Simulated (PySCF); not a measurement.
# Excitation energy of As by level of theory

As [Ar] 3d10 4s2 4p3 (4S) → As [Ar] 3d10 4s2 4p2 4d1 (high-spin determinant), as a difference of total energies. Computed with PySCF 2.14 in x2c-QZVPPall with one added diffuse shell each of s, p, d, f type (12s9p6d5f1g, 113 functions), with the spin-free X2C one-electron Hamiltonian (Gaussian nucleus). Correlated levels: valence: [Ar] 3d10 frozen; valence and next inner shell: [Ne] frozen. The calculations carry no spin-orbit coupling.

```
                                method  excitation energy (eV)
                                   UHF                   8.680
                                   LDA                   8.363
                                   PBE                   8.212
                                  PBE0                   8.440
                                r2SCAN                   8.680
                               r2SCANh                   8.712
                             CAM-B3LYP                   8.566
                                  PW91                   8.250
                         MP2 (valence)                   8.799
                     SCS-MP2 (valence)                   8.756
    MP2 (valence and next inner shell)                   8.894
SCS-MP2 (valence and next inner shell)                   8.817
```

Problem. How much does correlation contribute at MP2 (valence and next inner shell)?

Solution. 8.894 − (8.680) = 0.214 eV, measured against UHF.

A first-order spin-orbit estimate (lowest level to lowest level, LS coupling) adds -0.124 eV.

The promoted electron is Rydberg-like, and one or two diffuse shells describe it only roughly, which tends to raise the upper state.

In the upper state the promoted electron has a positive orbital energy at LDA, PBE, r2SCAN, r2SCANh, PW91, so the basis confines it.

The determinant of the upper state mixes LS terms, which raises its energy above the lowest term, most at the Hartree-Fock and MP2 levels.
